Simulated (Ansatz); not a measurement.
A run of Ansatz (development build ahead of 0.2.0) on singlet ZnCl2 at this shape:

| atom | x (Å) | y (Å) | z (Å) |
| --- | --- | --- | --- |
| Cl | -0.0345 | 0.0206 | -2.1268 |
| Zn | 0.0197 | 0.0455 | 0.0068 |
| Cl | -0.0264 | -0.0423 | 2.0940 |

Its results:

```yaml
Converged: yes
Reference_energy: -2666.55764 hartree
Correlation_energy: -0.09115 hartree
Total_energy: -2666.64879 hartree
Spin_squared_of_the_determinant: 0.000
```

(1) Which input gives this output? Name the method, the orbitals and the basis set, and write the input.

Answers

(1) RHF-MP2 in STO-3G. An unrestricted run that stays on the closed shell gives the same numbers.

```yaml
crystal:
  periodic: [false, false, false]
  atoms:
    - { symbol: Cl, position_ang: [-0.03449, 0.02064, -2.12679] }
    - { symbol: Zn, position_ang: [0.01966, 0.04547, 0.0068] }
    - { symbol: Cl, position_ang: [-0.02642, -0.04234, 2.09401] }
basis:
  gaussian: { orbitals: STO-3G }
hamiltonian:
  xc: hf
correlation:
  method: mp2
  frozen_orbitals: { Cl: 5, Zn: 5 }
```
